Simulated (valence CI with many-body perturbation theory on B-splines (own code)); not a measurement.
**E1 line list for Ir VII**

Level of theory: configuration interaction combined with many-body perturbation theory (CI+MBPT): three valence electrons over a frozen Dirac-Fock core [Xe] 4f14, a basis of 9 s, 9 p, 10 d, 8 f, 5 g, 3 h, 1 i functions for each j, with the one-electron correlation potential Σ1, the two-electron term Σ2, the three-electron term Σ3, Breit, model QED; selected CI, second order for the rest, scaled by the run's own slope (own B-spline code, finite nucleus).

No measured levels were compared; by estimate terms of the open shell hold to 2 to 4 % of their energy, and close levels can change places; different configurations can be misplaced against each other by 1,000 to 8,000 cm⁻¹. Core correlation moves these levels by up to 17000 cm⁻¹, and in measured spectra 5 to 20 % of such shifts remained as error; rates that hang on mixing are uncertain with them.

Lines 151 to 200 of 255 in falling wavelength, among levels below 279210 cm⁻¹, chosen from the strongest by gf and those to the six lowest levels. Wavelengths and rates use the calculated energies, so an error of 2000 cm⁻¹ moves a line at 43.41 nm by 0.87 % and its rate by three times that or more. Electric multipoles are in the length gauge, E1 and E2 with the static RPA response of the core. Weak lines are less certain than strong ones. Lines between different terms over intervals too small for the method are left out, as are lines whose strength nearly cancels. Where a level lies close to another of its J and parity, the split of strength between their lines is uncertain. The highest levels of a list are the least certain.

Levels are named by their leading jj configuration (3d3/2^4 stands for four electrons in 3d with j = 3/2), which in mixed levels can hold well under half, so a name can repeat and another be missing. Letters in brackets count levels of one name in rising energy.

```
λ vac (nm)                          Upper                      Lower   A (s⁻¹)  S (a.u.)
     43.41  (5d3/2 5d5/2 6p3/2) J=9/2 [a]  (5d3/2 5d5/2^2) J=7/2 [a]  5.01e+08  2.02e-01
     43.40  (5d3/2 5d5/2 6p1/2) J=5/2 [b]      (5d3/2^2 5d5/2) J=7/2  1.54e+09  3.74e-01
     43.37  (5d3/2 5d5/2 6p3/2) J=7/2 [c]            (5d5/2^3) J=9/2  1.67e+09  5.38e-01
     43.34  (5d3/2 5d5/2 6p3/2) J=3/2 [a]  (5d3/2 5d5/2^2) J=3/2 [a]  3.89e+09  6.25e-01
     43.34     (5d3/2 5d5/2 6p3/2) J=11/2     (5d3/2 5d5/2^2) J=11/2  6.03e+08  2.91e-01
     43.26  (5d3/2 5d5/2 6p1/2) J=7/2 [b]      (5d3/2^2 5d5/2) J=7/2  5.06e+09  1.62e+00
     43.23  (5d3/2 5d5/2 6p1/2) J=3/2 [b]      (5d3/2^2 5d5/2) J=3/2  6.38e+09  1.02e+00
     43.22  (5d3/2 5d5/2 6p3/2) J=5/2 [b]  (5d3/2 5d5/2^2) J=5/2 [b]  3.77e+09  9.01e-01
     43.18      (5d3/2^2 6p3/2) J=3/2 [a]      (5d3/2^2 5d5/2) J=3/2  1.15e+07  1.82e-03
     43.15  (5d3/2 5d5/2 6p3/2) J=3/2 [c]  (5d3/2 5d5/2^2) J=5/2 [c]  7.13e+09  1.13e+00
     42.94          (5d3/2^2 6p3/2) J=5/2      (5d3/2^2 5d5/2) J=3/2  3.31e+08  7.75e-02
     42.93          (5d3/2^2 6p3/2) J=1/2      (5d3/2^2 5d5/2) J=1/2  4.86e+09  3.80e-01
     42.78          (5d3/2^2 6p3/2) J=7/2      (5d3/2^2 5d5/2) J=9/2  8.97e+09  2.77e+00
     42.78  (5d3/2 5d5/2 6p3/2) J=9/2 [b]      (5d3/2 5d5/2^2) J=9/2  4.47e+09  1.73e+00
     42.72  (5d3/2 5d5/2 6p3/2) J=7/2 [a]      (5d3/2 5d5/2^2) J=9/2  4.73e+09  1.46e+00
     42.70  (5d3/2 5d5/2 6p3/2) J=3/2 [b]  (5d3/2 5d5/2^2) J=5/2 [b]  7.30e+09  1.12e+00
     42.62      (5d3/2 5d5/2 6p3/2) J=1/2      (5d3/2 5d5/2^2) J=1/2  5.66e+09  4.33e-01
     42.52  (5d3/2 5d5/2 6p3/2) J=9/2 [c]     (5d3/2 5d5/2^2) J=11/2  1.47e+10  5.57e+00
     42.51  (5d3/2 5d5/2 6p1/2) J=3/2 [a]      (5d3/2^2 5d5/2) J=5/2  4.09e+09  6.20e-01
     42.50  (5d3/2 5d5/2 6p3/2) J=7/2 [a]  (5d3/2 5d5/2^2) J=7/2 [a]  1.45e+09  4.41e-01
     42.49  (5d3/2 5d5/2 6p1/2) J=5/2 [a]            (5d3/2^3) J=3/2  4.81e+08  1.09e-01
     42.42          (5d3/2^2 6p3/2) J=1/2      (5d3/2^2 5d5/2) J=3/2  1.41e+09  1.06e-01
     42.42  (5d3/2 5d5/2 6p3/2) J=5/2 [a]  (5d3/2 5d5/2^2) J=7/2 [a]  1.23e+10  2.77e+00
     42.40          (5d3/2^2 6p3/2) J=5/2      (5d3/2^2 5d5/2) J=7/2  1.02e+10  2.30e+00
     42.36      (5d3/2 5d5/2 6p3/2) J=1/2  (5d3/2 5d5/2^2) J=3/2 [a]  3.72e+09  2.79e-01
     42.30  (5d3/2 5d5/2 6p1/2) J=5/2 [b]      (5d3/2^2 5d5/2) J=5/2  3.19e+09  7.14e-01
     42.16  (5d3/2 5d5/2 6p1/2) J=7/2 [b]      (5d3/2^2 5d5/2) J=5/2  2.53e+08  7.48e-02
     42.15          (5d3/2^2 6p3/2) J=7/2      (5d3/2^2 5d5/2) J=7/2  1.26e+09  3.73e-01
     42.05          (5d3/2^2 6p1/2) J=1/2            (5d3/2^3) J=3/2  9.07e+09  6.65e-01
     41.93  (5d3/2 5d5/2 6p3/2) J=7/2 [b]      (5d3/2 5d5/2^2) J=9/2  9.19e+09  2.67e+00
     41.85      (5d3/2^2 6p3/2) J=3/2 [b]  (5d3/2 5d5/2^2) J=5/2 [a]  6.77e+09  9.79e-01
     41.68          (5d5/2^2 6p1/2) J=7/2      (5d3/2^2 5d5/2) J=9/2  8.89e+08  2.54e-01
     41.66  (5d3/2 5d5/2 6p3/2) J=9/2 [a]      (5d3/2^2 5d5/2) J=9/2  1.60e+09  5.73e-01
     41.61  (5d3/2 5d5/2 6p1/2) J=3/2 [b]      (5d3/2^2 5d5/2) J=5/2  7.09e+06  1.01e-03
     41.56      (5d3/2^2 6p3/2) J=3/2 [a]      (5d3/2^2 5d5/2) J=5/2  7.85e+09  1.11e+00
     41.49          (5d5/2^2 6p1/2) J=3/2      (5d3/2^2 5d5/2) J=1/2  3.81e+08  5.37e-02
     41.34          (5d3/2^2 6p3/2) J=5/2      (5d3/2^2 5d5/2) J=5/2  5.32e+08  1.11e-01
     41.11          (5d3/2^2 6p3/2) J=7/2      (5d3/2^2 5d5/2) J=5/2  1.27e+07  3.48e-03
     41.11  (5d3/2 5d5/2 6p1/2) J=3/2 [a]            (5d3/2^3) J=3/2  3.24e+08  4.45e-02
     41.09          (5d5/2^2 6p1/2) J=7/2      (5d3/2^2 5d5/2) J=7/2  2.74e+08  7.51e-02
     41.07  (5d3/2 5d5/2 6p3/2) J=9/2 [a]      (5d3/2^2 5d5/2) J=7/2  2.07e+08  7.08e-02
     41.01          (5d5/2^2 6p1/2) J=3/2      (5d3/2^2 5d5/2) J=3/2  9.55e+06  1.30e-03
     41.01          (5d5/2^2 6p1/2) J=5/2      (5d3/2^2 5d5/2) J=3/2  4.59e+08  9.37e-02
     40.94  (5d3/2 5d5/2 6p3/2) J=9/2 [c]      (5d3/2 5d5/2^2) J=9/2  1.04e+09  3.51e-01
     40.93  (5d3/2 5d5/2 6p3/2) J=3/2 [a]      (5d3/2^2 5d5/2) J=1/2  2.78e+08  3.76e-02
     40.91  (5d3/2 5d5/2 6p1/2) J=5/2 [b]            (5d3/2^3) J=3/2  3.11e+08  6.31e-02
     40.90      (5d3/2 5d5/2 6p1/2) J=1/2            (5d3/2^3) J=3/2  1.80e+09  1.22e-01
     40.88  (5d3/2 5d5/2 6p3/2) J=9/2 [b]      (5d3/2^2 5d5/2) J=9/2  1.51e+09  5.10e-01
     40.82  (5d3/2 5d5/2 6p3/2) J=7/2 [a]      (5d3/2^2 5d5/2) J=9/2  2.32e+08  6.22e-02
     40.77  (5d3/2 5d5/2 6p3/2) J=5/2 [c]  (5d3/2 5d5/2^2) J=5/2 [a]  3.83e+09  7.70e-01
```
